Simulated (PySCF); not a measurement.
Species: FGaH₂.
SMILES: `[F][GaH2]`

Computed, not measured: PBE0-D3(BJ)/def2-SVP geometry optimisation, gas phase (PySCF 2.14.0).

Masses are those of the commonest isotopes; rigid-rotor values at the optimised geometry. 

Give the principal moments of inertia and the rotational constants in MHz.

Ia = 4.10, Ib = 48.08, Ic = 52.18 u·Å²; 505379 MHz·u·Å²/I gives A = 123229, B = 10512, C = 9686 MHz.

Classify the top.

A near-prolate asymmetric top; Ray's κ = -0.985.

Is it planar, by Δ = Ic − Ia − Ib?

Planar: Δ = Ic − Ia − Ib = 0.00 u·Å². For a rigid frame Δ = −2 Σ m c², so it vanishes when all atoms lie in the ab plane; here none is more than 0.01 Å from it.

Predict some low-J microwave lines.

The dipole components are |μa| = 2.13 D, |μb| = 0.00 D, |μc| = 0.00 D; the symmetry axis of this C2v structure is a, so μb and μc vanish by symmetry and there are no b-type or c-type lines. Some lines, for components of 0.1 D or more:

```tsv
type	branch	J(Ka,Kc)	MHz	lower level (cm⁻¹)
a	Q	1(1,0) ← 1(1,1)	826	4.434
a	Q	3(1,2) ← 3(1,3)	4957	7.733
a	R	1(0,1) ← 0(0,0)	20197	0.000
a	R	2(1,2) ← 1(1,1)	39569	4.434
a	R	2(0,2) ← 1(0,1)	40390	0.674
a	R	2(1,1) ← 1(1,0)	41221	4.461
a	R	3(1,3) ← 2(1,2)	59350	5.753
a	R	3(0,3) ← 2(0,2)	60574	2.021
a	R	3(2,2) ← 2(2,1)	60592	17.116
a	R	3(2,1) ← 2(2,0)	60610	17.116
```

Estimate the classical rotational partition function at 200 K and 500 K.

Point group C2v, symmetry number σ = 2; q = (√π/σ)·√((kT/h)³/(ABC)), k/h = 20836.6 MHz/K: 2130 at 200 K, 8410 at 500 K.

No frequency check. Zero-point vibration and centrifugal distortion are left out. Quadrupole hyperfine structure (69Ga) is left out.
